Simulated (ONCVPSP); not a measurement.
# Before and after: ONCV potential for vanadium

V (Z = 23), optimised norm-conserving Vanderbilt (ONCV), made with ONCVPSP 4.0.1 (PBE, scalar-relativistic). Core [Ar], reference 3d3 4s1 (charge +1). Waves: 4s: rc 2.25 bohr, ncon 4, nbas 9, qcut 3.3 1/bohr, 1 projector; p scattering state at 0.13 Ha: rc 2.35 bohr, ncon 3, nbas 7, qcut 4.2 1/bohr, 2 projectors, debl 0.4 Ha; 3d: rc 2.30 bohr, ncon 4, nbas 9, qcut 7 1/bohr, 2 projectors, debl 1.4 Ha. Local part: polynomial inside 2.25 bohr (lpopt 4, dvloc0 0 Ha). Core correction: Teter function, fcfact 3.5, rcfact 1.65.

In the p channel the program set the typed energies aside and used 0.050, 0.450 Ha.

Change: functional LDA (Perdew-Zunger).

Cutoffs: the cutoffs (Ha) at which the residual kinetic energy of the hardest occupied pseudo-wave falls to 1 and 0.1 mHa per electron; they do not see the model core or the augmentation charge, which bear on the density cutoff. Errors are all-electron minus pseudo energies relative to the spin-unpolarised reference configuration.

Question: How do hardness, ghosts and transferability respond?

Answer: The potential gets neither clearly harder nor softer (19 Ha and 21 Ha → 19 Ha and 21 Ha); both files keep a bound ghost (p); of the 4 tests that both files solve, the error grows in 2 and shrinks in 2 by more than 15 % and 0.3 meV (median size 94.4 → 82.0 meV).

| quantity | base | changed |
| --- | --- | --- |
| cutoff, loose | 19 Ha | 19 Ha |
| cutoff, tight | 21 Ha | 21 Ha |
| loose cutoff by channel | s 3.4 Ha, d 19 Ha | s 3.5 Ha, d 19 Ha |
| bound ghosts | p | p |
| GHOST(+) flags under 300 eV | none | none |
| error for 3d3 4s2, meV [ΔE -7.74 → -7.94 eV] | -62 | -36 |
| error for 3d3 4s0, meV [ΔE 14.30 → 14.55 eV] | -110 | -128 |
| error for 3d2 4s0, meV [ΔE 43.19 → 43.70 eV] | -159 | -236 |
| error for 3d2 4s2 4p1, meV [ΔE -1.96 → -2.03 eV] | -79 | -25 |
| s: phases at 2.29 bohr within 0.05 rad from the reference energy up to (Ha; the scan ends near 5) | 0.2 | 0.2 |
| p: phases at 2.38 bohr within 0.05 rad from the reference energy up to (Ha; the scan ends near 5) | 2.8 | 2.8 |
| d: phases at 2.33 bohr within 0.05 rad from the reference energy up to (Ha; the scan ends near 5) | 3.6 | 3.6 |
| rms error of d²Exc/dni dnj with the model core, mHa | 10.62 | 10.42 |

 A true bound ghost makes a file unfit for plane-wave use even where its test errors are small: the radial tests pick states by their node count and pass the ghost by.
